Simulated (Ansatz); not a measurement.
input.yaml

```yaml
crystal:
  periodic: [false, false, false]
  atoms:
    - { symbol: C, position_ang: [-0.336182, 2.097159, 0.559213] }
    - { symbol: Al, position_ang: [0.107862, 0.244405, 0.157157] }
    - { symbol: B, position_ang: [0.74364, -1.576715, -0.325938] }
    - { symbol: S, position_ang: [0.0196, -3.237521, -0.419931] }
    - { symbol: H, position_ang: [-1.380831, 2.318985, 0.283339] }
    - { symbol: H, position_ang: [-0.199196, 2.356422, 1.620355] }
    - { symbol: H, position_ang: [0.299512, 2.773315, -0.038584] }
    - { symbol: H, position_ang: [-0.067678, -0.39007, -1.40352] }
    - { symbol: H, position_ang: [1.812614, -1.47303, -0.893611] }
    - { symbol: H, position_ang: [-0.999342, -3.11295, 0.46153] }
basis:
  gaussian: { orbitals: def2-SVP }
hamiltonian:
  xc: r2scan
  dispersion: d4
md:
  timestep: 0.5
  n_steps: 200
  ensemble: nve
  temperature: 300.0
  initial_velocities: maxwell_boltzmann
  seed: 5380
```

Command:

```bash
$ ansatz run input.yaml --threads 2 --pin off --max-ram 3072MiB --backend cpu --events-out ev --progress --plain --runs-dir out
```

Hardware: 2 threads of Arm Neoverse V2, with other jobs on the host.

Problem. Roughly how long does this run take, and how much memory?

Solution. 8.1 min, with a peak of 0.16 GiB, for 201 ionic steps.
